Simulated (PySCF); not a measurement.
Harmonic spectrum computed at PBE0 in the def2-TZVP basis family (core potentials from Rb on, PySCF, no spin–orbit coupling):

| symmetry | ω (cm⁻¹) | IR (km/mol, summed over degenerate members) |
| --- | --- | --- |
| π | 122 | 33.0 |
| σ+ | 458 | 0.5 |
| σ+ | 648 | 113 |

Task: Which molecule gave it? In each, all ligands are bound to the one heavy central atom.
A. SbSF (singlet)
B. AsSF (singlet)
C. GaSF (singlet)
D. InSF (singlet)

Result: D. It has C∞v symmetry with In–F 1.907 Å, In–S 2.181 Å.
